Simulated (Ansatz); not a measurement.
`[OH][Ga]([F])[F]` + CH₃NH₂ → `C[NH][Ga]([F])[F]` + H₂O  (ligand exchange at a Ga–O bond)

Program: Ansatz. Geometries: PBE0-D4/def2-TZVP. ΔE: electronic, gas phase. CCSD(T)/CBS is the MP2 limit (def2-TZVPP, def2-QZVPP) plus CCSD(T) − MP2 in def2-TZVPP, frozen cores. This one scheme is used for every species. Functionals use def2-TZVPP. For Ga outer-core shells are correlated without core-valence functions, which leaves a few kJ/mol of doubt a bond. Scalar relativity is left out up to krypton. One conformer a species, not always the lowest.

(1) Is it downhill or uphill in electronic energy at CCSD(T)/CBS, and by how much? (An estimate is asked.)

(2) What do these levels give: LDA (SPW92), revPBE-D4, r2SCANh-D4, r2SCAN0-D4, ωB97X-V, HF/def2-TZVPP? (Best estimate.)

(3) What do rigid-rotor, harmonic-oscillator terms from PBE0-D4/def2-TZVP frequencies (298.15 K, 1 bar) make of the CCSD(T)/CBS value? (Best estimate.)

Largest T1 diagnostic among the species: 0.015.

Results:

(1) Computed: Nearly level: ΔE = +0.4 kcal/mol.

(2) Ansatz gave: LDA (SPW92) 0.4, revPBE-D4 2.0, r2SCANh-D4 2.3, r2SCAN0-D4 2.0, ωB97X-V 2.3, HF/def2-TZVPP 4.0 kcal/mol.

(3) The calculation gave: ΔZPE = -1.4 kcal/mol, ΔH = -0.1 kcal/mol, ΔS = -6 J/(mol·K), ΔG = +0.4 kcal/mol.

Leaving LDA and LC-ωPBE aside and taking each functional with its dispersion term where it has one, the values, not all of them listed here, spread over 2.4 kcal/mol, from PBE0-D4 to B97M-V. LDA lies −2.3 kcal/mol from PBE without D4. From BLYP to BHLYP (50 % exact exchange), in def2-TZVPP and without D4, ΔE moves by −1.0 kcal/mol.
